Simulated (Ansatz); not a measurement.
C₃H₆O₃, charge +1, doublet, geometry from GFN2-xTB (a state made from the parent by changing its charge; the spin is typed, not shown lowest); HF/6-311++G** run with Ansatz (a quantum-chemistry and plane-wave program).

Ansatz was given this input:
Ansatz 0.2 input:
```yaml
crystal:
  periodic: [false, false, false]
  atoms:
    - {symbol: C, position_ang: [2.33990285, 0.02941708, 0.04714786]}
    - {symbol: O, position_ang: [1.11216933, -0.60569714, 0.10534414]}
    - {symbol: C, position_ang: [-0.00671483, 0.13926615, -0.00330296]}
    - {symbol: O, position_ang: [-0.06143046, 1.31624464, -0.13731416]}
    - {symbol: O, position_ang: [-1.05132865, -0.71099533, 0.06388082]}
    - {symbol: C, position_ang: [-2.33179129, -0.19795586, -0.04238490]}
    - {symbol: H, position_ang: [2.26312278, 1.10441969, 0.25431416]}
    - {symbol: H, position_ang: [3.01653692, -0.51791034, 0.72250398]}
    - {symbol: H, position_ang: [2.79796641, -0.10367022, -0.95399900]}
    - {symbol: H, position_ang: [-2.97741663, -0.80963811, 0.60763019]}
    - {symbol: H, position_ang: [-2.73616648, -0.37301836, -1.06006036]}
    - {symbol: H, position_ang: [-2.36770519, 0.87903572, 0.16556459]}
basis:
  gaussian:
    orbitals: 6-311++G__.json
hamiltonian:
  xc: hf
total_charge: 1
magnetization: {spin_polarized: true, initial_magnetization: 1}
```
The basis file holds 6-311++G** in the JSON format of the Basis Set Exchange.

Q: Write the output that Ansatz gives for this input, abridged.

A: 
```
Functional definition: HF
1593 factors; their error is unknown
mean field evaluation 1: about -9282.7855 eV, gradient 3.9e1 eV
mean field evaluation 2: about -9287.2228 eV, gradient 2.4e1 eV
mean field evaluation 4: about -9289.2465 eV, gradient 2.7e0 eV
mean field evaluation 8: about -9289.5985 eV, gradient 4.4e-1 eV
mean field evaluation 16: about -9289.6211 eV, gradient 2.4e-3 eV
mean field evaluation 32: about -9289.6211 eV, gradient 1.0e-4 eV
mean field evaluation 64: about -9289.9437 eV, gradient 6.5e-1 eV
mean field evaluation 96: about -9289.8674 eV, gradient 2.9e0 eV
mean field evaluation 128: about -9289.8636 eV, gradient 9.7e-1 eV
mean field evaluation 160: about -9290.4146 eV, gradient 2.4e-1 eV
mean field evaluation 192: about -9285.1685 eV, gradient 1.1e1 eV
mean field evaluation 224: about -9289.8226 eV, gradient 6.0e0 eV
mean field evaluation 256: about -9289.6051 eV, gradient 3.0e-1 eV
mean field -9290.42858984 eV, -341.4169533978 hartree, gradient 1.4e-5 eV, S^2 0.763037; 9 other end points of the search recorded, 0 dependent functions left out
reference -9290.42858984 eV, -341.4169533978 hartree; 24, 23 occupied and 150, 151 virtual orbitals, 1593 factors
Total energy: -9290.42858984 eV, -341.4169533978 hartree
```
